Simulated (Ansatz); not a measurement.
In₄Sb₄H₁₄, a cluster cut from wurtzite InSb (hydrogen-capped). Total charge 0; singlet. Geometry r2SCAN-D4/def2-SVP; atoms count from 1.

```
atom   x (Å)   y (Å)   z (Å)
 In1   1.051  -0.236   3.083
 Sb2   2.483   1.014   0.809
 In3  -0.884  -3.130  -0.307
 Sb4  -1.236  -0.987   1.547
 Sb5   0.752  -1.553  -2.209
 In6   1.478   1.181  -1.853
 In7  -2.975   1.128   0.739
 Sb8  -1.104   2.240  -1.272
  H9   2.047  -1.601   3.431
 H10   0.710   1.125   4.086
 H11   4.056   0.391   0.608
 H12   2.989   2.604   1.151
 H13   0.257  -4.282   0.280
 H14  -2.323  -3.412  -1.215
 H15  -2.189  -1.748   2.742
 H16   2.228  -2.317  -2.585
 H17   0.142  -1.607  -3.798
 H18   2.440   1.950  -3.059
 H19  -3.022   2.384   1.921
 H20  -4.260   0.539  -0.250
 H21  -0.816   3.903  -1.044
 H22  -1.824   2.417  -2.806
```

In the def2 sets In, Sb take a core potential; there is no spin–orbit coupling. Single mean-field runs in def2-TZVP are fitted with def2-universal-jkfit.

Q: Estimate the Mulliken populations from the PBE0/def2-TZVP orbitals of Ansatz.

A: 
| atom | charge (e) |
| --- | --- |
| In1 | 0.25 |
| Sb2 | -0.11 |
| In3 | 0.25 |
| Sb4 | -0.30 |
| Sb5 | -0.11 |
| In6 | 0.27 |
| In7 | 0.25 |
| Sb8 | -0.11 |
| H9 | -0.08 |
| H10 | -0.08 |
| H11 | 0.02 |
| H12 | 0.02 |
| H13 | -0.08 |
| H14 | -0.08 |
| H15 | 0.01 |
| H16 | 0.02 |
| H17 | 0.02 |
| H18 | -0.07 |
| H19 | -0.08 |
| H20 | -0.08 |
| H21 | 0.02 |
| H22 | 0.02 |
Mulliken values depend strongly on the basis.

Q: And the Mayer bond orders between heavy atoms (over 0.3)?

A: In1–Sb2 0.52 (2.96 Å); In1–Sb4 0.72 (2.86 Å); Sb2–In6 0.74 (2.85 Å); In3–Sb4 0.72 (2.86 Å); In3–Sb5 0.52 (2.96 Å); Sb4–In7 0.72 (2.86 Å); Sb5–In6 0.74 (2.85 Å); In6–Sb8 0.74 (2.85 Å); In7–Sb8 0.52 (2.96 Å).
